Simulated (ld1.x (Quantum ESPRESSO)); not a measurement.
**Logarithmic derivatives: chromium (Cr), ultrasoft**

* Element: Cr (Z = 24)
* Generator: ld1.x (Quantum ESPRESSO) 7.5
* Type: ultrasoft
* Functional: LDA (PZ)
* Relativity: scalar-relativistic
* Frozen core: [Ne]
* Valence charge: 14
* Reference configuration: 3s2 3p6 3d5 4s0.75 4p0.25
* Partial waves: 3s (bound): rcut 1.20, rcutus 1.40 bohr; 4s (bound): rcut 1.20, rcutus 1.40 bohr; 3p (bound): rcut 1.50, rcutus 1.90 bohr; 4p (bound): rcut 1.50, rcutus 1.90 bohr; 3d (bound): rcut 1.80, rcutus 2.00 bohr; 3d channel at 3.15 Ry: rcut 1.80, rcutus 2.00 bohr
* Local potential: all-electron potential smoothed inside 1.30 bohr (lloc = -1)
* Core correction: none
* Augmentation charge: built from norm-conserving waves at rcut, not smoothed further

The phase is arctan(r·u′/u) with u = r·R(r), unwrapped; energies in Ry, scanned from -7 to 5 Ry. A pole is an energy at which the radial function vanishes at the test radius. The pseudo phase is shifted by a multiple of π to meet the all-electron one at the reference energy, and phase errors are pseudo minus all-electron; the curves can meet again beyond the range given. Levels narrower than the energy grid can be missing from the lists of poles.

```tsv
channel	radius (bohr)	reference energy (Ry)	poles, all-electron	poles, pseudo	unbroken range about the reference energy with phases within 0.05 rad	phase error 1 Ry above the reference energy (rad)
s	2.21	-0.33	-5.37, 4.04	-5.40, -3.27	not even at the reference energy	+1.028
p	2.21	-0.10	-3.24	-3.26, 0.60	-0.1 to 0.0	-2.047
d	2.21	-0.26	0.19	0.25	not even at the reference energy	+0.080
```

A Bessel basis up to 400 Ry misses an occupied level by 1.42 Ry, so cutoffs and ghosts were not judged. Its overlap operator is not positive definite in a basis up to 400 Ry (lowest eigenvalue p -86.06), so the file is unfit for use: the generalised eigenproblem breaks down once the basis is large enough, and its test numbers describe a broken file. The potential misses its own reference levels by up to 0.9 eV.

Phases in the s channel:

```tsv
E (Ry)	all-electron	pseudo
-7.00	1.372	4.512
-6.48	1.356	4.494
-5.96	1.319	4.453
-5.44	-1.313	1.663
-4.92	-1.750	1.383
-4.40	-1.786	1.341
-3.88	-1.812	1.289
-3.36	-1.839	-0.993
-2.84	-1.872	-1.788
-2.32	-1.915	-1.845
-1.80	-1.975	-1.894
-1.28	-2.068	-1.955
-0.76	-2.232	-2.040
-0.24	-2.566	-2.178
0.28	-3.247	-2.430
0.80	-3.942	-2.930
1.32	-4.289	-3.625
1.84	-4.459	-4.091
2.36	-4.557	-4.326
2.88	-4.621	-4.455
3.40	-4.668	-4.535
3.92	-4.705	-4.591
4.44	-4.736	-4.632
4.96	-4.765	-4.664
```
